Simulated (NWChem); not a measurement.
CdCl$_{2}$; SMILES [Cl][Cd][Cl]

def2 effective core potentials on Cd; no spin-orbit coupling.

Give the equilibrium geometry at PBE0/def2-SVP with def2 effective core potentials on Cd (NWChem) as a Z-matrix, with the point group.

point group D*h; any orientation.
```
Cd
Cl 1 2.2765
Cl 1 2.2765 2 179.99
```
